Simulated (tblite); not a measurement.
Input of a run (GFN2-xTB geometry optimisation, gas phase (tblite 0.8.0)), started from a force field or distance geometry:
```
{"job": {"kind": "relax", "xc": "GFN2-xTB", "basis": "xTB"}, "charge": 0, "multiplicity": 1}
C     -3.323400    -1.039400    -0.404600
P     -2.089400    -0.382300     0.767600
C     -2.583800     1.373400     0.823300
C     -0.617500    -0.277500    -0.362100
C      0.614700     0.282900     0.357500
P      2.078600     0.385800    -0.783500
C      3.331800     1.039200     0.396500
C      2.598200    -1.372700    -0.819200
H     -3.091500    -2.073100    -0.673500
H     -3.372700    -0.444100    -1.317700
H     -4.330300    -1.026400     0.048500
H     -1.881500     1.966900     1.398700
H     -2.665000     1.806100    -0.174700
H     -3.568000     1.475800     1.295100
H     -0.412000    -1.291300    -0.710100
H     -0.874900     0.319000    -1.221000
H      0.872300    -0.315000     1.233000
H      0.406500     1.294000     0.708600
H      3.095000     2.072600     0.677000
H      4.331500     1.025800    -0.047500
H      3.364300     0.449100     1.322900
H      1.875800    -1.967800    -1.399100
H      2.665100    -1.797300     0.193900
H      3.564700    -1.484000    -1.302000
```

Output (eV, eV/Å):
```
step      E/eV     max force
  0    -708.23656    1.215
  1    -708.29511    0.573
  2    -708.30757    0.176
  3    -708.31104    0.131
  4    -708.31351    0.115
  5    -708.31530    0.121
  6    -708.31715    0.096
  7    -708.31844    0.084
  8    -708.31940    0.087
  9    -708.32036    0.092
 10    -708.32155    0.092
 11    -708.32263    0.077
 12    -708.32333    0.050
 13    -708.32381    0.043
 14    -708.32430    0.045
 15    -708.32480    0.050
 16    -708.32516    0.043
 17    -708.32534    0.024
 18    -708.32545    0.024
 19    -708.32554    0.022
 20    -708.32561    0.023
 21    -708.32565    0.014
 22    -708.32567    0.010
```

**Question.** Summarise the run.

**Answer.** The energy falls by 0.089 eV over 22 L-BFGS steps, the largest force on an atom goes from 1.22 to 0.010 eV/Å, and the atoms move by 0.035 Å rms after alignment. Among the bonds, C1–P2 and P2–C3 change most and about equally (+0.028 Å). Bonds longer at the end by more than 0.005 Å: 7 of 23; shorter: 8. Among the angles that change most is C1–P2–C3, from 100.5° to 97.5°. The energy never rose by more than 1e-5 eV on the way. The first step brought 66 % of the lowering.

**Question.** What are the final bond lengths?

**Answer.** C1–P2 1.852 Å, P2–C3 1.853 Å, P2–C4 1.866 Å, C4–C5 1.522 Å, C5–P6 1.866 Å, P6–C7 1.852 Å, P6–C8 1.853 Å, C1–H9 1.088 Å, C1–H10 1.089 Å, C1–H11 1.089 Å, C3–H12 1.088 Å, C3–H13 1.090 Å, C3–H14 1.089 Å, C4–H15 1.094 Å, C4–H16 1.095 Å, C5–H17 1.095 Å, C5–H18 1.094 Å, C7–H19 1.088 Å, C7–H20 1.088 Å, C7–H21 1.089 Å, C8–H22 1.088 Å, C8–H23 1.090 Å, C8–H24 1.089 Å. Numbering counts from 1 in the input's order; the species is `P(C)(C)CCP(C)C` (1,2-bis(dimethylphosphino)ethane).

Its GFN2-xTB frequencies are all real (lowest 27 cm⁻¹). One conformer, not necessarily the lowest.

Shape of the structure used: `[CH3:1][P:2]([CH3:3])[CH2:4][CH2:5][P:6]([CH3:7])[CH3:8]`: C1–P2–C4–C5 177°, P2–C4–C5–P6 180°, C4–C5–P6–C7 -177°.

All values are computed, not measured.
